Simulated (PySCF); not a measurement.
# Ionisation energy of Eu⁺ by level of theory

Eu⁺ [Xe] 4f7 6s1 (9S) → Eu²⁺ [Xe] 4f7 (8S), as a difference of total energies. Computed with PySCF 2.14 in x2c-TZVPPall, with scalar relativity by spin-free X2C-1e. Correlated levels: valence: [Kr] 4d10 frozen; valence and next inner shell: [Ar] 3d10 frozen. The calculations carry no spin-orbit coupling.

```json
{"method": "UHF", "ionisation energy (eV)": "10.452", "difference from reference (eV)": "-0.788"}
{"method": "LDA", "ionisation energy (eV)": "11.652", "difference from reference (eV)": "+0.412"}
{"method": "PBE", "ionisation energy (eV)": "11.472", "difference from reference (eV)": "+0.232"}
{"method": "PBE0", "ionisation energy (eV)": "11.265", "difference from reference (eV)": "+0.025"}
{"method": "r2SCAN", "ionisation energy (eV)": "11.221", "difference from reference (eV)": "-0.019"}
{"method": "MP2 (valence)", "ionisation energy (eV)": "11.216", "difference from reference (eV)": "-0.024"}
{"method": "SCS-MP2 (valence)", "ionisation energy (eV)": "11.002", "difference from reference (eV)": "-0.238"}
{"method": "MP2 (valence and next inner shell)", "ionisation energy (eV)": "11.276", "difference from reference (eV)": "+0.036"}
{"method": "SCS-MP2 (valence and next inner shell)", "ionisation energy (eV)": "11.065", "difference from reference (eV)": "-0.175"}
```

Reference: 11.24 ± 0.006 eV (semi-empirical (NIST evaluation); NIST Atomic Spectra Database, ionization energies).

Errors of the correlated levels include the incompleteness of this basis and the frozen core.
